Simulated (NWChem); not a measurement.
System: C3H2N2O; SMILES N#C/N=C/C=O

Here is an NWChem input.

```
start job
memory heap 200 mb stack 900 mb global 1100 mb
geometry units angstroms noautoz
  N      0.318314     3.005670     0.000000
  C     -0.004952     1.883135     0.000000
  N     -0.503940     0.640603     0.000000
  C      0.273448    -0.382855     0.000000
  C     -0.355010    -1.736434     0.000000
  O      0.312702    -2.747565     0.000000
  H      1.366476    -0.333907     0.000000
  H     -1.462160    -1.733550     0.000000
end
basis spherical
  * library 6-31g*
end
dft
  xc m06-2x
  grid coarse
  iterations 150
  mulliken
end
task dft gradient
```

Output (shortened):

```
             Northwest Computational Chemistry Package (NWChem) 7.3.0
             --------------------------------------------------------

 CS  symmetry detected

                             Geometry "geometry" -> ""
                             -------------------------

 Output coordinates in angstroms (scale by  1.889725989 to convert to a.u.)

  No.       Tag          Charge          X              Y              Z
 ---- ---------------- ---------- -------------- -------------- --------------
    1 N                    7.0000     0.27438086     3.00714783     0.00000000
    2 C                    6.0000    -0.03768556     1.88144792     0.00000000
    3 N                    7.0000    -0.52426975     0.63400630     0.00000000
    4 C                    6.0000     0.26327613    -0.38165599     0.00000000
    5 C                    6.0000    -0.35166531    -1.74142898     0.00000000
    6 O                    8.0000     0.32608720    -2.74585755     0.00000000
    7 H                    1.0000     1.35576222    -0.32182085     0.00000000
    8 H                    1.0000    -1.45878910    -1.74957539     0.00000000

 Effective nuclear repulsion energy (a.u.)     180.4958659229

      Symmetry information
      --------------------

 Group name             Cs
 Group number              2
 Group order               2
 No. of unique centers     8

                                 NWChem DFT Module
                                 -----------------

 Summary of "ao basis" -> "ao basis" (spherical)
 ------------------------------------------------------------------------------
       Tag                 Description            Shells   Functions and Types
 ---------------- ------------------------------  ------  ---------------------
 N                           6-31g*                  6       14   3s2p1d
 C                           6-31g*                  6       14   3s2p1d
 O                           6-31g*                  6       14   3s2p1d
 H                           6-31g*                  2        2   2s

      Symmetry analysis of basis
      --------------------------

        a'         64
        a"         24

            General Information
            -------------------
          SCF calculation type: DFT
          Wavefunction type:  closed shell.
          No. of atoms     :     8
          No. of electrons :    42
           Alpha electrons :    21
            Beta electrons :    21
          Charge           :     0
          Spin multiplicity:     1
          Use of symmetry is: on ; symmetry adaption is: on
          Maximum number of iterations: 150
          AO basis - number of functions:    88
                     number of shells:    40
          Convergence on energy requested:  1.00D-06
          Convergence on density requested:  1.00D-05
          Convergence on gradient requested:  5.00D-04

              XC Information
              --------------
                       M06-2X Method XC Functional
                     Hartree-Fock (Exact) Exchange  0.540
                        M06-2X Exchange Functional  1.000
                      M06-2X Correlation Potential  1.000

             Grid Information
             ----------------
          Grid used for XC integration:  coarse
          Radial quadrature: Mura-Knowles
          Angular quadrature: Lebedev.
          Tag              B.-S. Rad. Rad. Pts. Rad. Cut. Ang. Pts.
          ---              ---------- --------- --------- ---------
          N                   0.65       35          12.0       302
          C                   0.70       35          11.0       302
          O                   0.60       35          12.0       302
          H                   0.35       35          11.0       302
          Grid pruning is: on
          Number of quadrature shells:   280
          Spatial weights used:  Erf1

      Superposition of Atomic Density Guess
      -------------------------------------

 Sum of atomic energies:        -297.31905625

      Non-variational initial energy
      ------------------------------

 Total energy =    -300.065043
 1-e energy   =    -761.270757
 2-e energy   =     280.709848
 HOMO         =      -0.301088
 LUMO         =      -0.118398

      Symmetry analysis of molecular orbitals - initial
      -------------------------------------------------

  Numbering of irreducible representations:

     1 a'          2 a"

  Orbital symmetries:

     1 a'          2 a'          3 a'          4 a'          5 a'
     6 a'          7 a'          8 a'          9 a'         10 a'
    11 a'         12 a'         13 a'         14 a'         15 a"
    16 a"         17 a'         18 a'         19 a"         20 a'
    21 a'         22 a"         23 a"         24 a'         25 a"
    26 a'         27 a'         28 a'         29 a'         30 a'
    31 a'

     ---------------------------------------------
      Total Density - Mulliken Population Analysis
     ---------------------------------------------

    Atom       Charge   Shell Charges
 -----------   ------   -------------------------------------------------------
    1 N    7     7.92   2.00  0.89  2.46  0.98  1.56  0.03
    2 C    6     5.14   2.00  0.72  1.57  0.31  0.46  0.07
    3 N    7     7.47   2.00  0.83  2.34  0.86  1.41  0.03
    4 C    6     5.66   2.00  0.73  1.65  0.51  0.72  0.05
    5 C    6     5.33   2.00  0.71  1.52  0.50  0.53  0.07
    6 O    8     8.80   2.00  0.96  3.07  0.94  1.82  0.02
    7 H    1     0.82   0.47  0.35
    8 H    1     0.86   0.48  0.38

   convergence    iter        energy       DeltaE   RMS-Dens  Diis-err
 ---------------- ----- ----------------- --------- --------- ---------
 d= 0,ls=0.0,diis     1   -299.8258769451 -4.80D+02  2.42D-02  1.63D+00
 d= 0,ls=0.0,diis     2   -299.4547496364  3.71D-01  1.61D-02  5.45D+00
 d= 0,ls=0.0,diis     3   -300.0495339601 -5.95D-01  1.85D-03  2.52D-02
 d= 0,ls=0.0,diis     4   -300.0505879207 -1.05D-03  1.02D-03  2.10D-02
 d= 0,ls=0.0,diis     5   -300.0525642542 -1.98D-03  3.76D-04  2.11D-03
  Resetting Diis
 d= 0,ls=0.0,diis     6   -300.0527784272 -2.14D-04  1.14D-04  1.17D-04
 d= 0,ls=0.0,diis     7   -300.0527893793 -1.10D-05  1.21D-04  4.74D-05
 d= 0,ls=0.0,diis     8   -300.0527840352  5.34D-06  6.28D-05  1.03D-04
 d= 0,ls=0.0,diis     9   -300.0527944231 -1.04D-05  8.85D-06  4.37D-07
 d= 0,ls=0.0,diis    10   -300.0527944644 -4.12D-08  4.33D-06  1.50D-07

         Total DFT energy =     -300.052794464377
      One electron energy =     -763.101171753973
           Coulomb energy =      321.711466059212
    Exchange-Corr. energy =      -39.158954692553
 Nuclear repulsion energy =      180.495865922937

 Numeric. integr. density =       41.999988753227

                  Occupations of the irreducible representations
                  ----------------------------------------------

                     irrep           alpha         beta
                     --------     --------     --------
                     a'               18.0         18.0
                     a"                3.0          3.0

                       DFT Final Molecular Orbital Analysis
                       ------------------------------------

 Vector   19  Occ=2.000000D+00  E=-3.882620D-01  Symmetry=a"
              MO Center=  9.8D-02,  1.4D+00, -4.3D-15, r^2= 3.8D+00
   Bfn.  Coefficient  Atom+Function         Bfn.  Coefficient  Atom+Function
  ----- ------------  ---------------      ----- ------------  ---------------
     5      0.392403  1 N  pz                19      0.295092  2 C  pz
    47     -0.266109  4 C  pz                 9      0.239214  1 N  pz
    33     -0.234414  3 N  pz                51     -0.183183  4 C  pz
    37     -0.181011  3 N  pz                23      0.179756  2 C  pz
    75      0.171439  6 O  pz                79      0.125401  6 O  pz

 Vector   20  Occ=2.000000D+00  E=-3.807203D-01  Symmetry=a'
              MO Center= -1.9D-02,  1.9D-01,  4.3D-15, r^2= 6.4D+00
   Bfn.  Coefficient  Atom+Function         Bfn.  Coefficient  Atom+Function
  ----- ------------  ---------------      ----- ------------  ---------------
    73     -0.323262  6 O  px                 3      0.321043  1 N  px
    31     -0.267640  3 N  px                77     -0.234188  6 O  px
    17      0.210137  2 C  px                35     -0.210201  3 N  px
     7      0.202570  1 N  px                74     -0.202949  6 O  py
    46     -0.196112  4 C  py                48      0.193653  4 C  s

 Vector   21  Occ=2.000000D+00  E=-3.691553D-01  Symmetry=a'
              MO Center= -1.3D-01, -6.1D-01, -5.1D-16, r^2= 5.1D+00
   Bfn.  Coefficient  Atom+Function         Bfn.  Coefficient  Atom+Function
  ----- ------------  ---------------      ----- ------------  ---------------
    73      0.323247  6 O  px                31     -0.275809  3 N  px
    34      0.241084  3 N  s                 74      0.237704  6 O  py
    77      0.236569  6 O  px                48     -0.218147  4 C  s
    35     -0.209910  3 N  px                88      0.198313  8 H  s
     3      0.193516  1 N  px                78      0.183460  6 O  py

 Vector   22  Occ=0.000000D+00  E=-9.901373D-02  Symmetry=a"
              MO Center= -5.5D-03, -3.2D-01, -3.2D-16, r^2= 4.0D+00
   Bfn.  Coefficient  Atom+Function         Bfn.  Coefficient  Atom+Function
  ----- ------------  ---------------      ----- ------------  ---------------
    51      0.361943  4 C  pz                37     -0.343720  3 N  pz
    47      0.329592  4 C  pz                33     -0.327256  3 N  pz
    75     -0.295260  6 O  pz                79     -0.283883  6 O  pz
    61      0.228955  5 C  pz                 5      0.221302  1 N  pz
    65      0.218123  5 C  pz                 9      0.210723  1 N  pz

 Vector   23  Occ=0.000000D+00  E= 4.289311D-02  Symmetry=a"
              MO Center= -7.7D-02, -1.1D+00, -3.1D-15, r^2= 3.7D+00
   Bfn.  Coefficient  Atom+Function         Bfn.  Coefficient  Atom+Function
  ----- ------------  ---------------      ----- ------------  ---------------
    65      0.622221  5 C  pz                51     -0.481928  4 C  pz
    61      0.451384  5 C  pz                79     -0.393510  6 O  pz
    47     -0.329965  4 C  pz                75     -0.312819  6 O  pz
     9     -0.193851  1 N  pz                37      0.188691  3 N  pz
     5     -0.170827  1 N  pz                19      0.165334  2 C  pz

 Vector   24  Occ=0.000000D+00  E= 7.681469D-02  Symmetry=a'
              MO Center=  3.7D-01,  1.7D+00,  4.7D-16, r^2= 2.8D+00
   Bfn.  Coefficient  Atom+Function         Bfn.  Coefficient  Atom+Function
  ----- ------------  ---------------      ----- ------------  ---------------
    86      0.653708  7 H  s                 20      0.622389  2 C  s
    48     -0.603243  4 C  s                 21      0.524033  2 C  px
     7     -0.444734  1 N  px                17      0.369333  2 C  px
     3     -0.359495  1 N  px                50      0.352638  4 C  py
    34     -0.309797  3 N  s                 49     -0.293039  4 C  px

     ---------------------------------------------
      Total Density - Mulliken Population Analysis
     ---------------------------------------------

    Atom       Charge   Shell Charges
 -----------   ------   -------------------------------------------------------
    1 N    7     7.29   2.00  0.85  2.22  0.92  1.26  0.04
    2 C    6     5.65   2.00  0.69  2.00  0.24  0.66  0.06
    3 N    7     7.35   2.00  0.80  2.40  0.87  1.23  0.04
    4 C    6     5.98   2.00  0.71  1.99  0.50  0.73  0.05
    5 C    6     5.78   2.00  0.71  1.94  0.47  0.58  0.08
    6 O    8     8.36   2.00  0.93  2.82  0.95  1.62  0.03
    7 H    1     0.77   0.52  0.25
    8 H    1     0.82   0.52  0.29

     -------------------------------------------
      Total Density - Lowdin Population Analysis
     -------------------------------------------

    Atom       Charge   Shell Charges
 -----------   ------   -------------------------------------------------------
    1 N    7     7.09   1.99  0.77  2.07  0.68  1.50  0.07
    2 C    6     5.99   1.98  0.54  1.79  0.36  1.18  0.14
    3 N    7     7.08   1.99  0.69  2.23  0.53  1.54  0.09
    4 C    6     6.02   1.99  0.56  1.80  0.42  1.13  0.13
    5 C    6     5.95   1.98  0.55  1.74  0.42  1.07  0.19
    6 O    8     8.15   1.99  0.86  2.68  0.71  1.84  0.06
    7 H    1     0.84   0.49  0.36
    8 H    1     0.87   0.50  0.38

     Multipole analysis of the density
     ---------------------------------

     L   x y z        total         alpha         beta         nuclear
     -   - - -        -----         -----         ----         -------
     0   0 0 0     -0.000000    -21.000000    -21.000000     42.000000

     1   1 0 0     -0.105462     -0.052731     -0.052731      0.000000
     1   0 1 0     -0.758049     -0.379025     -0.379025     -0.000000
     1   0 0 1     -0.000000     -0.000000     -0.000000      0.000000

     2   2 0 0    -23.813846    -26.966535    -26.966535     30.119225
     2   1 1 0      1.068156     -1.337028     -1.337028      3.742212
     2   1 0 1     -0.000000     -0.000000     -0.000000      0.000000
     2   0 2 0    -37.778520   -322.260568   -322.260568    606.742616
     2   0 1 1      0.000000      0.000000      0.000000      0.000000
     2   0 0 2    -23.821645    -11.910822    -11.910822      0.000000

            General Information
            -------------------
          SCF calculation type: DFT
          Wavefunction type:  closed shell.
          No. of atoms     :     8
          No. of electrons :    42
           Alpha electrons :    21
            Beta electrons :    21
          Charge           :     0
          Spin multiplicity:     1
          Use of symmetry is: on ; symmetry adaption is: on
          Maximum number of iterations: 150
          AO basis - number of functions:    88
                     number of shells:    40
          Convergence on energy requested:  1.00D-06
          Convergence on density requested:  1.00D-05
          Convergence on gradient requested:  5.00D-04

              XC Information
              --------------
                       M06-2X Method XC Functional
                     Hartree-Fock (Exact) Exchange  0.540
                        M06-2X Exchange Functional  1.000
                      M06-2X Correlation Potential  1.000

             Grid Information
             ----------------
          Grid used for XC integration:  coarse
          Radial quadrature: Mura-Knowles
          Angular quadrature: Lebedev.
          Tag              B.-S. Rad. Rad. Pts. Rad. Cut. Ang. Pts.
          ---              ---------- --------- --------- ---------
          N                   0.65       35          12.0       302
          C                   0.70       35          11.0       302
          O                   0.60       35          12.0       302
          H                   0.35       35          11.0       302
          Grid pruning is: on
          Number of quadrature shells:   280
          Spatial weights used:  Erf1

[...]

                         DFT ENERGY GRADIENTS

    atom               coordinates                        gradient
                 x          y          z           x          y          z
   1 N       0.518505   5.682685   0.000000    0.004305   0.018343   0.000000
   2 C      -0.071215   3.555421   0.000000   -0.007103  -0.021263   0.000000
   3 N      -0.990726   1.198098   0.000000   -0.002450   0.015800   0.000000
   4 C       0.497520  -0.721225   0.000000    0.001867  -0.011586   0.000000
   5 C      -0.664551  -3.290824   0.000000   -0.002594   0.012060   0.000000
   6 O       0.616215  -5.188918   0.000000    0.007108  -0.013211   0.000000
   7 H       2.562019  -0.608153   0.000000    0.000594  -0.000373   0.000000
   8 H      -2.756712  -3.306218   0.000000   -0.001728   0.000231   0.000000
```

Level: M06-2X/6-31G* (spherical d). Coordinates come from a B3LYP/6-31G* (spherical d) optimisation.
